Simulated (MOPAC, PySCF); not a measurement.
C3H6O, SMILES `C=CCO` (C–C–C–O torsion -128°, C–C–O–H torsion -169°), neutral singlet in the gas phase. 

Cartesian coordinates (Å):
SMILES: C(C=C)O
```xyz
10

C      1.6423    -0.0987     0.3248
C      0.3520    -0.0254     0.6186
C     -0.7483    -0.1678    -0.3800
O     -1.6184     0.9588    -0.2558
H      1.9836    -0.2447    -0.6939
H      2.4046    -0.0185     1.0889
H      0.0290     0.1368     1.6425
H     -1.3026    -1.0951    -0.1786
H     -0.3306    -0.2378    -1.3915
H     -2.4117     0.7923    -0.7751
```
Charge 0, multiplicity 1.

All levels are single points at this geometry (B3LYP-D3(BJ)/def2-TZVP); Pople sets use spherical d functions. Orbital energies aren't observables, and empty levels follow the basis.

```csv
level,HOMO (eV),LUMO (eV),gap (eV),dipole (D),"vertical IE, Delta-SCF (eV)"
B3LYP-D3(BJ)/def2-TZVP in PySCF,-7.32,-0.23,7.09,1.64,–
PBE-D3(BJ)/def2-TZVP in PySCF,-6.13,-1.00,5.13,1.57,–
B3LYP/3-21G in PySCF,-6.62,0.53,7.15,1.76,–
B3LYP/6-311+G** in PySCF,-7.38,-0.47,6.90,1.79,–
B3LYP/6-31G* in PySCF,-6.93,0.40,7.34,1.63,9.47
BP86/6-31G* in PySCF,-5.75,-0.54,5.21,1.58,–
SVWN5/6-31G* in PySCF,-5.70,-0.64,5.06,1.63,9.28
HF/3-21G in PySCF,-10.02,4.82,14.84,2.04,–
HF/6-31G* in PySCF,-9.94,4.70,14.65,1.84,8.56
HF/STO-3G in PySCF,-8.55,8.51,17.06,1.48,–
PM3 in MOPAC,-10.30,1.04,11.33,1.54,–
PM6 in MOPAC,-10.30,0.87,11.17,2.09,–
PM7 in MOPAC,-10.37,0.80,11.17,2.02,–
```
